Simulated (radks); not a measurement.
The mercury ion Hg2+ inside a hard spherical wall (all orbitals vanish at R), configuration held at [Xe] 4f14 5d10 and not refilled when levels cross. Method: scalar-relativistic Kohn-Sham, PBE, spin-polarised, spherical densities, point nucleus; computed with a radial shooting solver on a logarithmic mesh with Libxc functionals. Eigenvalues in eV for spin up, with the zero of energy where the potential of the charges vanishes at infinity; a dash marks a level that is unbound or too diffuse for the functional's potential to be trusted. A positive occupied level is held by the wall or, in an anion where self-interaction has pushed it up, behind a barrier. The pressure on the wall is -dE/dV.

| R (bohr) | E (hartree) | kinetic (hartree) | e(5s) | e(4f) | e(5p) | e(5d) | e(6s, empty) | e(6p, empty) | pressure (GPa) |
|---|---|---|---|---|---|---|---|---|---|
| free | -19621.6218 | 22033.416 | -137.40 | -115.06 | -85.786 | -28.782 | -23.359 | -14.856 | 0 |
| 15 | -19621.6218 | 22033.416 | -137.40 | -115.06 | -85.786 | -28.782 | -23.359 | -14.856 | < 0.0001 |
| 10 | -19621.6218 | 22033.416 | -137.40 | -115.06 | -85.786 | -28.782 | -23.358 | -14.855 | < 0.0001 |
| 7 | -19621.6217 | 22033.417 | -137.40 | -115.05 | -85.784 | -28.780 | -23.352 | -14.778 | 0.00375 |
| 6 | -19621.6214 | 22033.421 | -137.38 | -115.04 | -85.766 | -28.764 | -23.306 | -14.519 | 0.0634 |
| 5 | -19621.6171 | 22033.466 | -137.23 | -114.88 | -85.625 | -28.634 | -22.984 | -13.491 | 1.05 |
| 3.5 | -19621.4556 | 22034.596 | -134.59 | -112.01 | -83.144 | -26.211 | -17.752 | -3.936 | 75.1 |
| 3 | -19621.0727 | 22036.781 | -130.86 | -107.80 | -79.669 | -22.506 | -9.751 | 8.105 | 345 |
| 2.5 | -19619.7165 | 22043.629 | -122.57 | -98.023 | -71.824 | -13.286 | 11.004 | 36.485 | 1840 |
| 1.5 | -19586.2615 | 22179.901 | -44.181 | -8.778 | 15.733 | 98.230 | 274.61 | 342.18 | 125000 |
